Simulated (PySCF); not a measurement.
Gas-phase reaction: Ga2H6 + 2 Cl = 2 GaCl + 3 H2

Computed with PySCF and rigid-rotor harmonic-oscillator thermochemistry at 1 bar. † marks an energy on the PBE0/def2-TZVP geometry and frequencies; other levels use their own. MP2 and CCSD(T) freeze the core. 6-31G* has spherical d functions here. Open shells (unrestricted): Cl (multiplicity 2, electronic degeneracy 6); the rest are closed-shell singlets. Spin-orbit splitting is ignored; it lowers the true energy and changes the entropy of Cl. B3LYP is the form with VWN-RPA correlation. Ga: all electrons, no relativistic terms. Ga2H6: computed as isolated molecules; such fragments, hydroxides, amides, oligomers or adducts are transient or little studied in the gas. MP2 isn't extrapolated to the basis-set limit; its ΔH°(298 K) is -481.6 kJ in def2-SVP and -528.9 kJ in def2-TZVPP. CCSD(T) isn't extrapolated to the basis-set limit; its ΔH°(298 K) is -474.4 kJ in def2-SVP and -499.4 kJ in def2-TZVPP. The harmonic model lacks anharmonicity and excited electronic states, which grow with temperature; levels with a mode under 35 cm⁻¹ are left out.

| level | ΔE electronic, kJ | ΔH°(298 K), kJ | ΔS°(298 K), J/K | ΔG°(2000 K), kJ |
|---|---|---|---|---|
| B3LYP/6-31G* | -581 | -590 | 237 | -1051 |
| BLYP/def2-TZVP† | -609 | -622 | 238 | -1088 |
| CCSD(T)/def2-SVP† | -461 | -474 | 238 | -940 |
| CCSD(T)/def2-TZVPP† | -486 | -499 | 238 | -965 |
| HF/def2-TZVP† | -413 | -426 | 238 | -892 |
| M06-2X/def2-TZVP† | -563 | -576 | 238 | -1042 |
| MP2/def2-TZVPP† | -516 | -529 | 238 | -995 |
| ωB97M-V/def2-TZVP† | -544 | -557 | 238 | -1023 |
ΔH° is lowest at BLYP/def2-TZVP† and highest at HF/def2-TZVP†. No reference value is set beside these.
